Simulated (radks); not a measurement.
Results of a calculation; reference values are marked as such.
Charge is removed step by step from the 6s level of Tb, starting from [Xe] 4f9 6s2. Level of theory: scalar-relativistic Kohn-Sham, SCAN, spin-unpolarised, spherical densities, finite nucleus; meta-GGA in the generalised Kohn-Sham scheme; Fermi nuclear charge, rms radius 5.06 fm (a radial shooting solver on a logarithmic mesh with Libxc functionals).

removed (e)  E - E(0) (eV)  eigenvalue (eV)
0                    0.000           -3.847
0.1                  0.408           -4.318
0.2                  0.864           -4.796
0.3                  1.378           -5.278
0.4                  1.931           -5.768
0.5                  2.532           -6.261
0.6                  3.180           -6.757
0.7                  3.880           -7.256
0.8                  4.634           -7.756

The mean slope of the eigenvalue, de/dn, is 4.89 eV per electron.
